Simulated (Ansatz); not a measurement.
Computed with Ansatz on PBE0-D4/def2-TZVP structures; ΔE is electronic, products minus reactants. CCSD(T)/CBS adds triple-zeta CCSD(T) − MP2 to the extrapolated MP2 energy (def2 sets, frozen cores). DFT in def2-TZVPP. B3LYP here is the variant with VWN-RPA as its local correlation; programs differ in this. For Br, Ga outer-core shells are correlated without core-valence functions, which leaves a few kJ/mol of doubt a bond. Scalar relativity is left out up to krypton. One conformer a species, not always the lowest.

Reaction (redistribution): `[NH2][Ga]([SH])[Cl]` + `CNBCBr` → `C[NH][Ga]([SH])[Cl]` + `NBCBr`

```json
{"level": "PBE-D4", "ΔE (kJ/mol)": "-1.8", "difference from CCSD(T)/CBS": "-1.9"}
{"level": "r2SCAN-D4", "ΔE (kJ/mol)": "-1.0", "difference from CCSD(T)/CBS": "-1.1"}
{"level": "PBE0-D4", "ΔE (kJ/mol)": "-1.0", "difference from CCSD(T)/CBS": "-1.1"}
{"level": "B3LYP-D4", "ΔE (kJ/mol)": "-1.1", "difference from CCSD(T)/CBS": "-1.2"}
{"level": "ωB97X-V", "ΔE (kJ/mol)": "-0.3", "difference from CCSD(T)/CBS": "-0.4"}
{"level": "ωB97M-V", "ΔE (kJ/mol)": "-0.2", "difference from CCSD(T)/CBS": "-0.3"}
{"level": "B2PLYP", "ΔE (kJ/mol)": "-0.3", "difference from CCSD(T)/CBS": "-0.4"}
{"level": "PBE", "ΔE (kJ/mol)": "-1.8", "difference from CCSD(T)/CBS": "-1.9"}
{"level": "r2SCAN", "ΔE (kJ/mol)": "-1.1", "difference from CCSD(T)/CBS": "-1.2"}
{"level": "PBE0", "ΔE (kJ/mol)": "-0.9", "difference from CCSD(T)/CBS": "-1.0"}
{"level": "B3LYP", "ΔE (kJ/mol)": "-0.7", "difference from CCSD(T)/CBS": "-0.8"}
{"level": "HF/def2-TZVPP", "ΔE (kJ/mol)": "2.0", "difference from CCSD(T)/CBS": "1.9"}
{"level": "MP2/def2-TZVPP", "ΔE (kJ/mol)": "0.6", "difference from CCSD(T)/CBS": "0.5"}
{"level": "SCS-MP2/def2-TZVPP", "ΔE (kJ/mol)": "1.3", "difference from CCSD(T)/CBS": "1.2"}
{"level": "CCSD/def2-TZVPP", "ΔE (kJ/mol)": "1.0", "difference from CCSD(T)/CBS": "0.9"}
{"level": "CCSD(T)/def2-TZVPP", "ΔE (kJ/mol)": "0.8", "difference from CCSD(T)/CBS": "0.7"}
{"level": "HF/def2-QZVPP", "ΔE (kJ/mol)": "1.9", "difference from CCSD(T)/CBS": "1.8"}
{"level": "MP2/def2-QZVPP", "ΔE (kJ/mol)": "0.2", "difference from CCSD(T)/CBS": "0.1"}
{"level": "SCS-MP2/def2-QZVPP", "ΔE (kJ/mol)": "1.0", "difference from CCSD(T)/CBS": "0.9"}
{"level": "HF/CBS(def2)", "ΔE (kJ/mol)": "1.9", "difference from CCSD(T)/CBS": "1.8"}
{"level": "MP2/CBS(def2)", "ΔE (kJ/mol)": "-0.1", "difference from CCSD(T)/CBS": "-0.2"}
{"level": "CCSD/CBS(def2)", "ΔE (kJ/mol)": "0.4", "difference from CCSD(T)/CBS": "0.3"}
{"level": "CCSD(T)/CBS", "ΔE (kJ/mol)": "0.1", "difference from CCSD(T)/CBS": "0"}
```

Largest T1 diagnostic among the species: 0.012.
